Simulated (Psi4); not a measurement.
tert-butylthiol (C₄H₁₀S), singlet, geometry from GFN2-xTB. Base run: CCSD/STO-3G (Psi4).

The Psi4 input:
```
memory 2 GB

molecule {
0 1
C    -0.28728591    1.20823473   -1.11264235
C    -0.25309893   -0.04926139   -0.25443164
C     0.15383757   -1.26781817   -1.07205804
C    -1.59391997   -0.27688702    0.43190663
S     0.98570354    0.19379041    1.10925437
H    -1.05113059    1.11037707   -1.88238910
H    -0.51895782    2.07888926   -0.50319583
H     0.67220764    1.37358002   -1.59965358
H     0.23356972   -2.14509353   -0.43396168
H    -0.59245319   -1.46420702   -1.84018979
H     1.11415571   -1.10710133   -1.55899341
H    -1.54863534   -1.15449171    1.07316198
H    -1.85805211    0.58228339    1.04469498
H    -2.37350079   -0.42797162   -0.31227422
H     2.03434358    0.36748006    0.30808310
}

set {
  basis sto-3g
}

energy('ccsd')
print_variables()
```

The base run was repeated with changes; each row names its change, and settings that it needs were set with it.

```csv
change,ΔE vs base (kcal/mol),MP2 correlation (Eh),basis functions,core-seconds (rough),outcome
base,0.000,-0.23705,39,20,converged
method = ccsd(t),-1.26,-0.23705,39,10,converged
method = mp2,47.37,-0.23698,39,6,converged
method = qcisd(t),-,-,39,-,stopped with an error
method = fno-ccsd(t),-,-,39,-,stopped with an error
puream = on,0.000,-0.23705,39,9,converged
method = mp2.5,30.85,-0.23698,39,6,converged
cc_type = df,-,-,39,-,stopped with an error
method = dlpno-mp2,47.40,-0.23693,39,8,converged
method = cepa(1),-,-,39,-,stopped with an error
```

- method = qcisd(t): ended with `Fatal Error: ndocc must be less than nvirt`
- method = fno-ccsd(t): ended with `Fatal Error: ndocc must be less than nvirt`
- cc_type = df: ended with `Fatal Error: ndocc must be less than nvirt`
